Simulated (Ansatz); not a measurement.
The first iterations of a band of Cl₂H₄O₃Ti (10 atoms, charge 0, multiplicity 1).

Level of theory: Ansatz 0.2.0, RHF/def2-SVP.

| Quantity | Value |
| --- | --- |
| movable images | 9 |
| climbing image | yes |
| spring | 5.0 eV/Å² |
| optimiser | quadratic models (default) |
| start path | through a guess of the saddle point |
| force threshold | 0.03 eV/Å |
| iteration limit | 60 |
| end points | relaxed |

Initial state:

```xyz
10
Properties=species:S:1:pos:R:3
Ti -0.090 0.072 0.250
Cl -0.444 -0.257 2.492
Cl 1.905 -0.442 -0.757
O -1.001 1.373 -0.479
H -1.769 1.300 -1.027
O -0.983 -1.299 -0.324
H -1.038 -2.242 -0.314
O 1.221 1.719 1.105
H 2.121 1.717 0.804
H 1.212 1.801 2.050
```

Final state:

```xyz
10
Properties=species:S:1:pos:R:3
Ti 0.228 0.369 -0.483
Cl 0.138 -0.583 3.538
Cl 1.856 -0.448 -1.795
O -0.778 1.451 -1.415
H -1.609 1.600 -1.836
O -0.705 -0.929 0.205
H -0.864 -1.380 1.023
O 0.966 1.261 0.874
H 1.283 2.144 0.990
H 0.620 0.257 2.699
```

| iteration | highest image above the first end (eV) | largest band force component (eV/Å) |
| --- | --- | --- |
| 1 | 5.637 | 26.138 |
| 2 | 2.580 | 4.573 |
| 3 | 1.679 | 3.760 |
| 4 | 1.485 | 1.357 |
| 5 | 1.402 | 1.251 |
| 6 | 1.402 | 1.271 |
| 7 | 1.340 | 1.080 |
| 8 | 1.238 | 0.562 |
| 9 | 1.229 | 0.905 |
| 10 | 1.228 | 0.753 |
| 11 | 1.196 | 0.535 |

Q: Does the band converge within its limit, and where does its top end?

A: The run converged. It ended after 34 iterations with the highest image 1.133 eV above the first end. A vibrational analysis at the climbing image gives one clearly imaginary mode, 1244i cm⁻¹: a first-order saddle point. The orbitals stay closed-shell, which can raise the energy where a bond breaks towards radicals; this wasn't checked here.

Run time: 3.9 min on 4 threads of AMD EPYC 9R45 96-Core Processor (Zen 5), on a shared host, peak memory 0.37 GiB.
